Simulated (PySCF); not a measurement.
C3H10O3Sn, SMILES [OH][Sn]([CH](C)C)([OH])[OH].

Coordinates come from a B3LYP-D3(BJ)/def2-SVP optimisation. The isomer is the one that the SMILES or the coordinates give; other isomers of the formula were not compared. The def2 effective core potentials stand for the cores of Sn; spin–orbit coupling is left out. Other conformers were not sampled.

Calculation: B3LYP/def2-TZVP in PySCF.

The molecule is in vacuum.

```yaml
total_energy: -560.60042 hartree
highest_occupied_level: -7.61 eV
lowest_empty_level: -1.34 eV
orbital_gap: 6.27 eV
dipole_moment: 1.08 D
quadrupole, principal values (traceless, Buckingham form, about the centre of nuclear charge): -5.87, -5.33, 11.20 D·Å
```
